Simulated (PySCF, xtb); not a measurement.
CuCl2, SMILES [Cl][Cu-][Cl], charge -1, multiplicity 1.

Harmonic wavenumbers (cm⁻¹) from GFN2-xTB in xtb at its own minimum, in rising order: 98, 98, 224, 381.

Question: What does PBE-D3(BJ)/def2-SVPD (PySCF) give at its own minimum? (Estimate from the structure and the level; the computed values follow.)

Answer: 93, 93, 283, 384. Paired by order, the mean absolute difference is 18 cm⁻¹ and the zero-point energies are 1.1 and 1.2 kcal/mol.
